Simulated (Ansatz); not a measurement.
Cartesian coordinates in Å:
```
O -1.121 1.134 1.787
C -0.985 0.130 1.149
C -0.023 -0.026 0.013
N 0.103 -1.127 -0.660
Al 1.248 0.169 -1.294
H -1.573 -0.793 1.348
H 2.351 0.513 -2.343
```

The species carries charge 0 and has multiplicity 1.

Question: List the ωB97M-V/def2-TZVPP orbital energies in eV (the Gaussian-basis code of Ansatz). (Estimate.)

Answer: Computed: Occupied: -1532.97, -526.38, -394.67, -284.00, -282.74, -117.62, -77.28, -77.14, -77.08, -32.43, -28.09, -21.25, -17.45, -15.69, -14.92, -14.29, -13.96, -12.35, -12.06, -10.43, -8.26. Lowest empty: -0.09, 0.32, 0.63, 1.25, 3.34, 3.47, 3.82, 4.64.
